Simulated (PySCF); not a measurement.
# A survey of ²⁹Si NMR shifts

How the numbers were obtained: shieldings: GIAO PBE0/pcSseg-1, geometry from GFN2-xTB, in PySCF (non-relativistic, a single conformation, no solvent, one averaged value for each set of equivalent atoms).

Shieldings were converted by a linear fit to measured shifts: ²⁹Si (scatter 8.9 ppm rms, 25.8 ppm with the 6 outliers that the fit left out vs TMS, solution or neat liquid). Occasional misses reach two or three times the rms, and more in compound classes unlike the fitted ones.

(1) Give the ²⁹Si shifts of `[H]/N=C\[SiH2]N([SiH3])[SiH3]`, `CCC[SiH2]C#CC#CC=O`, `P[Si@@H]1[SiH2]CCN[SiH2]1`.

(2) Match the shifts -16.8, -37.2, -53.1 ppm to `C[SiH2]c1ccc(C(C)=S)o1`, `CC(=S)C1=C[Si@H](O)C=CC1`, `Cl[SiH2]C1CCC1`.

## Answers

(1) 
| compound | environment | δ (ppm) |
| --- | --- | --- |
| [H]/[N:1]=[CH:2]\[SiH2:3][N:4]([SiH3:5])[SiH3:6] | Si3: silicon bonded to C, N, 2 H | -41.7 |
| [H]/[N:1]=[CH:2]\[SiH2:3][N:4]([SiH3:5])[SiH3:6] | Si5/6: silicon bonded to N, 3 H (×2) | -45.5 |
| CCC[SiH2]C#CC#CC=O | silicon bonded to 2 C, 2 H | -59.2 |
| [PH2:1][Si@@H:2]1[SiH2:3][CH2:4][CH2:5][NH:6][SiH2:7]1 | Si7: silicon bonded to N, Si, 2 H, in a 6-membered ring | -44.2 |
| [PH2:1][Si@@H:2]1[SiH2:3][CH2:4][CH2:5][NH:6][SiH2:7]1 | Si3: silicon bonded to C, Si, 2 H, in a 6-membered ring | -61.0 |
| [PH2:1][Si@@H:2]1[SiH2:3][CH2:4][CH2:5][NH:6][SiH2:7]1 | Si2: silicon bonded to P, 2 Si, H, in a 6-membered ring | -101.8 |

(2) -16.8: Cl[SiH2]C1CCC1 (silicon bonded to C, Cl, 2 H); -37.2: CC(=S)C1=C[Si@H](O)C=CC1 (silicon bonded to 2 C, O, H, in a 6-membered ring); -53.1: C[SiH2]c1ccc(C(C)=S)o1 (silicon bonded to 2 C, 2 H).
